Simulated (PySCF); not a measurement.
Calculated NMR parameters of C=CO[SiH2]/C=C/C#N

| Property | Result |
| --- | --- |
| Formula | C5H7NOSi |
| SMILES | C=CO[SiH2]/C=C/C#N |
| InChI | InChI=1S/C5H7NOSi/c1-2-7-8-5-3-4-6/h2-3,5H,1,8H2/b5-3+ |
| Point group of the computed structure | Cs |
| Degrees of unsaturation | 4 |
| Carbon signals | 5 |
| Proton signals | 6 |

Bonds (- single, = double, # triple, : aromatic): C1=C2 1.321 Å, C2-O3 1.349 Å, O3-Si4 1.625 Å, Si4-C5 1.877 Å, C5=C6 1.335 Å, C6-C7 1.408 Å, C7#N8 1.148 Å. C1 carries H9, H10; C2 carries H11; Si4 carries H12, H13; C5 carries H14; C6 carries H15. Stereochemistry as in C=CO[SiH2]/C=C/C#N. H10 is cis to O3; H9 is trans to O3.

PySCF 2.14.0 with density-fitted response routines calculation with GFN2-xTB structure and shieldings: GIAO PBE0/pcSseg-1; no relativistic terms, single conformer, gas phase, averaged over atoms made equivalent by symmetry, fast rotation or ring inversion.

Referencing at the same level of theory: ¹H (31.72 ppm) and ¹³C (186.93 ppm) and ²⁹Si (349.16 ppm) vs TMS; NH3 for ¹⁵N (267.73 ppm); H2O for ¹⁷O (336.08 ppm).

```tsv
carbon	δC, type	δH (multiplicity)	HMBC from (2–3 bonds)	span of the C tensor (ppm)
C1	102.8, CH2	H9 4.69 (m); H10 5.01 (m)	H11	184
C2	150.9, CH	6.66 (m)	H12/H13, H10, H9	182
C5	156.7, CH	6.92 (m)	H15, H12/H13	259
C6	125.9, CH	6.43 (d)	H14, H12/H13	226
C7	122.5, C	–	H14, H15	350
```

Other nuclei:
| atoms | nucleus | environment | δ (ppm) | σ (ppm) |
| --- | --- | --- | --- | --- |
| H12/H13 | ¹H | hydrogen on a silicon bonded to C, O | 5.27 | 26.45 |
| Si4 | ²⁹Si | silicon bonded to C, O, 2 H | -33.1 | 382.2 |
| N8 | ¹⁵N | nitrile nitrogen | 324.1 | -56.4 |
| O3 | ¹⁷O | oxygen bonded to C, Si | 93.2 | 242.9 |

- Carbon types of the structure: 1 × C, 3 × CH, 1 × CH2, leaving 2 H on heteroatoms.
- δC 156.7, 125.9: alkene CH; as expected for a trigonal carbon in a double bond.
- δC 150.9: alkene carbon bearing oxygen; an sp2 carbon further deshielded by the attached heteroatom.
- δC 122.5: nitrile carbon; typical of a nitrile.
- δC 102.8: β carbon of an enol-ether or enamine type C=C; the O or N lone pair pushes π density onto this β carbon and shields it.
- δH 6.92, 6.43: hydrogen on an alkene CH; olefinic region.

Shifts are as computed. Against solution values, carbons near 30 ppm lie about +3 ppm off and those near 130 ppm about +5 ppm. Of 1211 compounds with measured shifts, 218 miss one by over three times the rms of a fit or turn the order of signals round; such compounds aren't used in these exercises. Experimental scales use liquid or dissolved standards, which lie at an offset from isolated NH3 (liquid NH3: subtract about 20 ppm) and H2O (liquid H2O: subtract about 36 ppm). Unscaled 15N shifts of sp2 nitrogen come out 20 to 40 ppm too high even then. No couplings were computed; multiplicities are counted from neighbouring protons, with m where these are inequivalent, close in shift, in a saturated or five-membered ring or joined by F or P, and br s for small geminal =CH2 splittings.
